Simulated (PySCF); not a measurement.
B(F)(Br)(Et) (C₂H₅BBrF), SMILES CCB(F)Br.

The structure is a stationary point at PBE-D3(BJ)/def2-SVP. This is a generated structure with no PubChem entry under its InChIKey; it may be hypothetical. Other conformers were not sampled.

These are CAM-B3LYP/def2-TZVP (PySCF) values and carry that method's errors.

The molecule is in vacuum.

The total energy is -2778.29834 hartree. The point group is Cs and the highest occupied level comes out as -9.80 eV. The lowest empty level is 0.43 eV and the orbital gap comes out as 10.23 eV. The dipole moment is 1.78 D, the quadrupole, principal values (traceless, Buckingham form, about the centre of nuclear charge) comes out as -3.66, 1.76, 1.90 D·Å and the mean static polarisability comes out as 57.3 bohr³ (8.49 Å³). The polarisability, principal values comes out as 46.7, 51.9, 73.2 bohr³.
